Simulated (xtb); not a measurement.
Input for xtb: GFN1-xTB on SiS-, 2S+1 = 2, a spin state set in the input, which need not be the lowest, a point of a bond scan (R = 2.223 Å). Charge -1.

```
$ xtb mol.xyz --gfn 1 --sp --chrg -1 --uhf 1
2

Si     0.00000000     0.00000000     0.00000000
S      0.00000000     0.00000000     2.22259300
```

The head of its log:

```
[...]
           -------------------------------------------------
          |                Calculation Setup                |
           -------------------------------------------------



           -------------------------------------------------
          |                 G F N 1 - x T B                 |
           -------------------------------------------------

        Reference                      10.1021/acs.jctc.7b00118
      * Hamiltonian:
        H0-scaling (s, p, d)           1.850000    2.250000    2.000000
        zeta-weighting                 0.000000
      * Dispersion:
        s8                             2.400000
        a1                             0.630000
        a2                             5.000000
        s9                             0.000000
      * Repulsion:
        kExp                           1.500000
        rExp                           1.000000
      * Coulomb:
        alpha                          2.000000
        third order                    atomic
        anisotropic                    false
      * Halogen bond correction:
        rad-scale                      1.300000
        damping                        0.440000


          ...................................................
          :                      SETUP                      :
          :.................................................:
          :  # basis functions                  20          :
          :  # atomic orbitals                  18          :
          :  # shells                            6          :
          :  # electrons                        11          :
          :  # halogen bonds                     0          :
          :  max. iterations                   250          :
          :  Hamiltonian                  GFN1-xTB          :
          :  restarted?                      false          :
          :  GBSA solvation                  false          :
          :  PC potential                    false          :
          :  electronic temp.          300.0000000     K    :
          :  accuracy                    1.0000000          :
          :  -> integral cutoff          0.2500000E+02      :
          :  -> integral neglect         0.1000000E-07      :
          :  -> SCF convergence          0.1000000E-05 Eh   :
          :  -> wf. convergence          0.2000000E-04 e    :
          :  Broyden damping             0.4000000          :
          :  net charge                         -1          :
          :  unpaired electrons                  1          :
          ...................................................

 iter      E             dE          RMSdq      gap      omega  full diag
   1     -5.5495042 -0.554950E+01  0.190E+01    0.00       0.0  T
   2     -5.6719337 -0.122430E+00  0.268E+00    0.00       1.0  T
```

Q: What total energy does the run end on?

A: -5.6663 hartree.
